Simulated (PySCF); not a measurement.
Ge(F)(Cl)2(OH), SMILES [OH][Ge]([F])([Cl])[Cl] (HCl₂FGeO), singlet, PBE0/def2-SVP optimised geometry.

```
6

O     -1.15    -1.88     1.40
Ge    -0.56    -1.02     0.00
F      1.16    -1.02     0.00
Cl    -1.24    -2.04    -1.72
Cl    -1.16     1.02     0.00
H     -0.93    -1.44     2.23
```

Density from PBE0/def2-TZVP (PySCF 2.14.0) at that geometry.

Minimum of the electron density along straight lines between bonded atoms, close to the bond critical point (lines longer than 1.1 times the sum of covalent radii, or with two minima, are not listed):

| bond | length / Å | ρ at the minimum / e bohr⁻³ | ∇²ρ there / e bohr⁻⁵ | position (fraction from the first atom) |
|---|---|---|---|---|
| O1–Ge2 | 1.742 | 0.158 | 0.72 | 0.52 |
| Ge2–F3 | 1.722 | (withheld) | 0.85 | 0.48 |
| Ge2–Cl4 | 2.111 | 0.116 | 0.18 | 0.43 |
| Ge2–Cl5 | 2.126 | 0.112 | 0.18 | 0.43 |
| O1–H6 | 0.966 | (withheld) | (withheld) | 0.81 |

Q: What belongs in the gaps?

A: 
- Ge2–F3, ρ at the minimum / e bohr⁻³: 0.149
- O1–H6, ρ at the minimum / e bohr⁻³: 0.352
- O1–H6, ∇²ρ there / e bohr⁻⁵: -2.40
